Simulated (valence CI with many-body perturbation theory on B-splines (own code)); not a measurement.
Values are calculated unless marked as measured or tabulated.
# Hyperfine factors and g values of I XXXIX

Method: configuration interaction combined with many-body perturbation theory (CI+MBPT): five valence electrons over a frozen Dirac-Fock core [Ne], a basis of 9 s, 9 p, 8 d, 6 f, 3 g, 1 h functions for each j, with the one-electron correlation potential Σ1, the two-electron term Σ2, the three-electron term Σ3, Breit, model QED; selected CI, second order for the rest (own B-spline code, finite nucleus).

No measured spectrum was set against this ion. As an estimate, large intervals hold to a few tenths of a per cent, small ones and those within an open d or f shell to about a per cent. Among the levels kept, up to 530 cm⁻¹ of a level comes from second order outside the variational space, and about a tenth of that is noise between levels of different J, which matters for small intervals.

A/g_I is the dipole constant over the nuclear g factor μ/I (μ in nuclear magnetons, uniformly magnetised nucleus), B/Q the quadrupole constant per barn. Both hold the static response of the core; the bare values leave it out. Large factors of s and p1/2 electrons are usually good to 5 to 10 %; those of open d and f shells near neutrality can be off by tens of per cent, and small factors of p3/2, d and f electrons come from cancelling terms and can be off by a factor of two or in sign, in half-filled shells by more. B is blank for J = 1/2, where it vanishes, and for nearly pure S terms. Energies count from the lowest level.

Levels are named by their leading jj configuration (3d3/2^4 stands for four electrons in 3d with j = 3/2), which in mixed levels can hold well under half, so a name can repeat and another be missing. Letters in brackets count levels of one name in rising energy.

```
                             Level  E (cm⁻¹)      g  A/g_I (MHz)  A/g_I bare  B/Q (MHz/b)  B/Q bare
        (3s^2 3p1/2^2 3p3/2) J=3/2         0  1.406        60700       60800       108000    106000
        (3s^2 3p1/2 3p3/2^2) J=3/2    521360  1.432        -1930        -278        25300     24800
        (3s^2 3p1/2 3p3/2^2) J=5/2    585600  1.194       136000      133000         -404      -393
        (3s^2 3p1/2 3p3/2^2) J=1/2    664680  0.658       416000      405000                       
        (3s^2 3p1/2^2 3d3/2) J=3/2   1192000  0.795        26600       27700         6630      7660
              (3s^2 3p3/2^3) J=3/2   1194500  1.281        68300       67900      -133000   -130000
        (3s 3p1/2^2 3p3/2^2) J=5/2   1299700  1.424       195000      191000         7920      8320
        (3s^2 3p1/2^2 3d5/2) J=5/2   1442100  1.261       109000      108000        59300     59100
        (3s 3p1/2^2 3p3/2^2) J=1/2   1515800  2.223      1090000     1060000                       
        (3s 3p1/2^2 3p3/2^2) J=3/2   1525900  1.156      -106000     -101000       -30000    -29400
(3s^2 3p1/2 3p3/2 3d3/2) J=5/2 [a]   1712500  0.962       106000      104000       -20900    -20000
(3s^2 3p1/2 3p3/2 3d3/2) J=3/2 [a]   1717800  0.937        93800       93000       -75600    -74200
(3s^2 3p1/2 3p3/2 3d3/2) J=1/2 [a]   1723400  0.235       145000      143000                       
    (3s^2 3p1/2 3p3/2 3d3/2) J=7/2   1773000  1.076        97700       96800        88400     87700
(3s^2 3p1/2 3p3/2 3d5/2) J=3/2 [a]   1818500  1.465       101000      100000       -61000    -59700
(3s^2 3p1/2 3p3/2 3d5/2) J=7/2 [a]   1848400  1.307        -8630       -6750       132000    131000
(3s^2 3p1/2 3p3/2 3d5/2) J=5/2 [a]   1870900  1.175       163000      160000      -109000   -106000
    (3s^2 3p1/2 3p3/2 3d5/2) J=9/2   1914800  1.209        73300       72900        97500     97200
(3s^2 3p1/2 3p3/2 3d3/2) J=5/2 [b]   1924900  1.302        43300       44300        70000     68900
(3s^2 3p1/2 3p3/2 3d3/2) J=1/2 [b]   1957300  1.529       253000      247000                       
(3s^2 3p1/2 3p3/2 3d3/2) J=3/2 [b]   1961900  1.245         2130        4100         4910      4440
      (3s 3p1/2 3p3/2^3) J=3/2 [a]   2017900  1.198        37900       38700       -63000    -61700
(3s^2 3p1/2 3p3/2 3d5/2) J=7/2 [b]   2036900  1.080        83800       82800        42300     42700
(3s^2 3p1/2 3p3/2 3d5/2) J=5/2 [b]   2050300  1.153        65800       65400         5150      6020
    (3s^2 3p1/2 3p3/2 3d5/2) J=1/2   2053300  1.577      -151000     -144000                       
(3s^2 3p1/2 3p3/2 3d5/2) J=3/2 [b]   2105700  1.020       121000      119000       -18500    -18000
(3s^2 3p1/2 3p3/2 3d5/2) J=5/2 [c]   2123800  1.248       180000      176000       -75300    -73800
      (3s 3p1/2 3p3/2^3) J=3/2 [b]   2210000  1.178       131000      129000        22700     22300
          (3s 3p1/2 3p3/2^3) J=1/2   2235000  1.194      -107000     -103000                       
        (3s^2 3p3/2^2 3d5/2) J=7/2   2447500  1.268        36800       37500        25800     25700
        (3s^2 3p3/2^2 3d5/2) J=1/2   2461200  1.035        98400       96000                       
        (3s^2 3p3/2^2 3d5/2) J=9/2   2472100  1.225        39000       39400        81200     81100
        (3s^2 3p3/2^2 3d3/2) J=5/2   2473500  1.196        90700       90100       -27700    -27500
    (3s^2 3p3/2^2 3d3/2) J=3/2 [a]   2479800  1.169        32500       33400       -41000    -40800
        (3s^2 3p3/2^2 3d3/2) J=1/2   2483600  1.844       101000      101000                       
        (3s^2 3p3/2^2 3d3/2) J=7/2   2501200  1.082        52800       52900        12900     14200
(3s 3p1/2^2 3p3/2 3d3/2) J=5/2 [a]   2517900  1.344       210000      207000        27400     26600
(3s 3p1/2^2 3p3/2 3d3/2) J=3/2 [a]   2527800  1.419       182000      179000        -5270     -5840
(3s 3p1/2^2 3p3/2 3d3/2) J=1/2 [a]   2531600  2.725       669000      656000                       
    (3s 3p1/2^2 3p3/2 3d3/2) J=7/2   2549300  1.372       202000      199000        74800     73900
```

Task: Take the isotope of mass number 127, with I = 5/2, μ = 2.8087 μN and Q = -0.688 b. What is the hyperfine structure of (3s^2 3p1/2^2 3p3/2) J=3/2?

Result: From the table A = 68200 MHz, B = -74000 MHz. Shifts from the centre of gravity in MHz: F = 1: -410000, F = 2: -214000, F = 3: 23600, F = 4: 237000.
